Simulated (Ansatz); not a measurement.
The same path of FGeH3O3 + H2 (10 atoms, charge 0, multiplicity 1) was run 3 times with different band settings. Lost on the way: Ge1–F2, H6–H7. Made: Ge1–H7, F2–H6.

Level of theory: RKS B3LYP-D4/def2-SVP (Ansatz 0.2.0).

Relaxed end points:

```xyz
10
Properties=species:S:1:pos:R:3
Ge 0.302 -0.608 -0.130
F 0.807 1.008 -0.562
O 1.313 -1.171 1.183
O -1.378 -0.502 0.352
O 0.499 -1.662 -1.516
H -0.755 2.537 0.412
H -1.317 2.895 0.782
H 2.218 -1.368 0.905
H -1.579 0.327 0.811
H -0.111 -1.456 -2.237
```

```xyz
10
Properties=species:S:1:pos:R:3
Ge -0.580 0.646 0.401
F 2.020 -0.987 -0.640
O 0.854 0.415 1.383
O -1.831 -0.578 0.677
O 0.028 0.403 -1.300
H 1.344 -0.486 -1.105
H -1.214 2.022 0.567
H 1.509 -0.130 0.898
H -1.476 -1.404 1.034
H -0.655 0.099 -1.915
```

Common settings: movable images 5; climbing image yes; optimiser quadratic models (default); start path through a guess of the saddle point; iteration limit 60; end points relaxed.

| run | spring | force threshold |
| --- | --- | --- |
| 1 | 5.0 eV/Å² | 0.05 eV/Å |
| 2 | 5.0 eV/Å² | 0.2 eV/Å |
| 3 | 0.1 eV/Å² | 0.05 eV/Å |

Q: What does each run give, and how far can it be trusted?

A: Run 1: converged after 25 iterations, highest image 1.818 eV above the first end. Neighbouring images differ by up to 1.7 eV, so the band resolves the path poorly. A vibrational analysis at the climbing image gives one clearly imaginary mode, 1080i cm⁻¹: a first-order saddle point.
Run 2: converged after 18 iterations, highest image 1.820 eV above the first end. The threshold of 0.2 eV/Å is loose, so the images may lie well off the minimum-energy path. Neighbouring images differ by up to 1.7 eV, so the band resolves the path poorly. Another band between the same ends (5 images) ends at a top of the same energy, where a vibrational analysis finds 1 clearly imaginary mode.
Run 3: converged after 19 iterations, highest image 1.818 eV above the first end. Neighbouring images differ by up to 1.6 eV, so the band resolves the path poorly. Another band between the same ends (5 images) ends at a top of the same energy, where a vibrational analysis finds 1 clearly imaginary mode.
The orbitals stay closed-shell, which can raise the energy where a bond breaks towards radicals; this wasn't checked here.
